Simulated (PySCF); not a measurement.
Molfile (atoms numbered from 1):
```
C4H5F3O2
     RDKit          3D

 14 13  0  0  0  0  0  0  0  0999 V2000
   -1.9970   -0.5352    0.6757 C   0  0  0  0  0  0  0  0  0  0  0  0
   -1.2259    0.6979    0.2809 C   0  0  0  0  0  0  0  0  0  0  0  0
    0.1629    0.5807    0.6527 O   0  0  0  0  0  0  0  0  0  0  0  0
    0.9487   -0.0387   -0.2053 C   0  0  0  0  0  0  0  0  0  0  0  0
    0.6477   -0.5153   -1.2579 O   0  0  0  0  0  0  0  0  0  0  0  0
    2.3994   -0.0416    0.3279 C   0  0  0  0  0  0  0  0  0  0  0  0
    3.1529   -0.8560   -0.3909 F   0  0  0  0  0  0  0  0  0  0  0  0
    2.9106    1.1893    0.2482 F   0  0  0  0  0  0  0  0  0  0  0  0
    2.4477   -0.4312    1.6005 F   0  0  0  0  0  0  0  0  0  0  0  0
   -3.0550   -0.3906    0.4463 H   0  0  0  0  0  0  0  0  0  0  0  0
   -1.9016   -0.7276    1.7456 H   0  0  0  0  0  0  0  0  0  0  0  0
   -1.6457   -1.4078    0.1239 H   0  0  0  0  0  0  0  0  0  0  0  0
   -1.2815    0.8795   -0.7933 H   0  0  0  0  0  0  0  0  0  0  0  0
   -1.5711    1.5810    0.8172 H   0  0  0  0  0  0  0  0  0  0  0  0
  1  2  1  0
  2  3  1  0
  3  4  1  0
  4  5  2  0
  4  6  1  0
  6  7  1  0
  6  8  1  0
  6  9  1  0
  1 10  1  0
  1 11  1  0
  1 12  1  0
  2 13  1  0
  2 14  1  0
M  END
```

Geometry: PBE0-D3(BJ)/def2-TZVP; GIAO shifts from PySCF, gas phase, non-relativistic, averaged over equivalent atoms.

At wB97X-D/pcSseg-2 (394 basis functions, 3.5 min wall time (6.6 min CPU) on 2 threads of an Intel Xeon, shared host):
```tsv
atoms	δ (ppm)
C4	171.0
C6	127.2
C2	67.3
C1	15.8
O5	417.9
O3	204.2
F7/F8/F9	-79.6
H13/H14	4.38
H10/H11/H12	1.30
```

References, each an isolated molecule treated in the same way: TMS for ¹³C (σref 186.29) and ¹H (σref 31.63); H2O for ¹⁷O (σref 328.24); ¹⁹F (σref 184.95) against CFCl3.

Question: Predict the values at KT3/pcSseg-2 on the same geometry.

Answer: 
```json
{"atoms": "C4", "δ at KT3/pcSseg-2": "158.1", "change": "-12.9"}
{"atoms": "C6", "δ at KT3/pcSseg-2": "125.1", "change": "-2.1"}
{"atoms": "C2", "δ at KT3/pcSseg-2": "67.2", "change": "-0.1"}
{"atoms": "C1", "δ at KT3/pcSseg-2": "16.4", "change": "+0.6"}
{"atoms": "O5", "δ at KT3/pcSseg-2": "383.7", "change": "-34.2"}
{"atoms": "O3", "δ at KT3/pcSseg-2": "213.8", "change": "+9.6"}
{"atoms": "F7/F8/F9", "δ at KT3/pcSseg-2": "-103.8", "change": "-24.2"}
{"atoms": "H13/H14", "δ at KT3/pcSseg-2": "4.45", "change": "+0.07"}
{"atoms": "H10/H11/H12", "δ at KT3/pcSseg-2": "1.30", "change": "+0.00"}
```

δ = σ(ref) − σ, references computed at the same level: TMS for ¹³C (σ = 183.24 ppm) and ¹H (σ = 31.63 ppm); ¹⁷O (σ = 325.30 ppm) against H2O; ¹⁹F (σ = 145.48 ppm) vs CFCl3.

The largest change is at O5 (ester carbonyl oxygen). Cost: 394 basis functions, 3.3 min wall time (6.1 min CPU) on 2 threads of an Intel Xeon, shared host. The order of the carbon signals is the same at both levels.

Unscaled 19F shifts against computed CFCl3 carry errors that often reach 10 to 50 ppm. Unscaled 17O shifts of doubly bonded oxygen tend to come out too high, by tens of ppm or more. Experimental scales use liquid or dissolved standards, which lie at an offset from isolated H2O (liquid H2O: subtract about 36 ppm).
